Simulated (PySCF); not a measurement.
Be(OH)2 (BeH2O2), SMILES [OH][Be][OH].

Geometry optimised at B3LYP-D3(BJ)/def2-TZVP. Other conformers were not sampled.

Vertical ionisation energy (IE) and electron affinity (EA) in eV. Rows of orbital energies are one-electron estimates. Where ΔSCF, EOM or ADC give a negative EA the extra electron is unbound and the value depends on the basis.

```csv
level,IE,EA
"−ε(HOMO), −ε(LUMO), PBE0/def2-TZVPD (PySCF)",9.03,0.54
"−ε(HOMO), −ε(LUMO), HF/def2-TZVPD (PySCF)",…,…
```

**Question.** Some entries are withheld; supply them. (An estimate is asked for; the answer gives what the named calculation found.)

**Answer.** 
- −ε(HOMO), −ε(LUMO), HF/def2-TZVPD (PySCF), IE: 13.36
- −ε(HOMO), −ε(LUMO), HF/def2-TZVPD (PySCF), EA: -0.98
